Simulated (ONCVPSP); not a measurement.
Which change was made? (Al, ONCV)

Al, optimised norm-conserving Vanderbilt (ONCV), made with ONCVPSP 4.0.1 (LDA (Perdew-Wang 92), scalar-relativistic). Core [Ne], reference 3s2 3p1. Waves: 3s: rc 2.30 bohr, ncon 5, nbas 9, qcut 3.6 1/bohr, 1 projector; 3p: rc 2.75 bohr, ncon 4, nbas 8, qcut 3.3 1/bohr, 2 projectors, debl 1.4 Ha. Local part: polynomial inside 1.55 bohr (lpopt 5, dvloc0 0 Ha). Core correction: Teter function, fcfact 3, rcfact 1.35.

Cutoffs, loose and tight: the cutoffs (Ha) at which the residual kinetic energy of the hardest occupied pseudo-wave falls to 1 and 0.1 mHa per electron. They do not see the model core or the augmentation charge, which bear on the density cutoff. Test errors are all-electron minus pseudo excitation energies from the reference, over the configurations 3s2 3p0; 3s1 3p0; 3s2 3p0.5; 3s1 3p1; variants that change the core or the reference have their own tests.

The base gives: outcome: generated; cutoff, loose: 5.4 Ha; cutoff, tight: 11 Ha; bound ghosts: none; GHOST(+) flags above zero: none; largest test error (meV): +33.

(1) After one change the result is: outcome: generated; cutoff, loose: 4.0 Ha; cutoff, tight: 5.2 Ha; bound ghosts: none; GHOST(+) flags above zero: none; largest test error (meV): +33. Which change was it?
A. core correction Teter function, fcfact 3, rcfact 1.96
B. s: nproj 2
C. s: rc 3.14

## Answers

(1) C. The others give: core correction Teter function, fcfact 3, rcfact 1.96 → outcome: generated; cutoff, loose: 5.4 Ha; cutoff, tight: 11 Ha; bound ghosts: none; GHOST(+) flags above zero: none; largest test error (meV): -180 | s: nproj 2 → outcome: generated; cutoff, loose: 5.4 Ha; cutoff, tight: 11 Ha; bound ghosts: none; GHOST(+) flags above zero: s; largest test error (meV): +19.
